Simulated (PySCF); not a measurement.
# Spin-Hamiltonian simulation

Molecule: `[H][Cu]1<-[CH2]=[CH2]->1`, C2H5Cu.

Cartesian coordinates in Å; atom numbers follow the order of the lines, from 1:
```xyz
8

Cu   -0.0051    0.0110   -1.3347
C    -0.3831    0.5556    0.6553
C     0.3881   -0.5666    0.6411
H     0.0609    1.5531    0.7404
H    -1.4736    0.4988    0.7381
H    -0.0552   -1.5655    0.7117
H     1.4793   -0.5109    0.7145
H    -0.0113    0.0246   -2.8664
```

- J couplings at PBE/pcJ-1 (pcSseg-1 on Cu)
- geometry: PBE0-D3(BJ)/def2-SVP
- NMR shieldings at B3LYP/pcSseg-1 (pcSseg-2 on Cu)/GIAO
- run in PySCF
- rapidly exchanging positions averaged, relativity neglected, one computed conformer, gas phase

References, each an isolated molecule treated in the same way: 1H (31.38 ppm) against TMS.

Shifts (ppm): H4/H5/H6/H7 5.47, H8 3.31.
Couplings (Hz): H4–H5, H6–H7: 3.0; H4–H6, H4–H7, H5–H6, H5–H7: 14.9; H4–H8, H5–H8, H6–H8, H7–H8: -1.8.

The 5-spin Hamiltonian (Zeeman plus full scalar coupling among like nuclei) was diagonalised exactly; lines are Lorentzian, 0.4 Hz wide, and the maxima above 3 % are listed with the tallest set to 100.

Task: Give the 1H peak list of this spin system at 60 MHz.

Result: 
δ in ppm (height): 5.485 (97), 5.455 (100), 3.370 (3), 3.339 (13), 3.310 (18), 3.279 (12), 3.250 (3)

Task: And at 700 MHz?

Result: 
δ in ppm (height): 5.471 (100), 5.469 (100), 3.315 (3), 3.313 (13), 3.310 (19), 3.307 (13), 3.305 (3)

Task: Among coupled protons with different shifts, which pair is furthest from first order, and how does the field change that?

Result: H4 and H8: Δν/J is about 72.0 at 60 MHz (close to first order) and 840.0 at 700 MHz (close to first order). J in Hz doesn't depend on the field, while Δν in Hz grows in proportion to it.
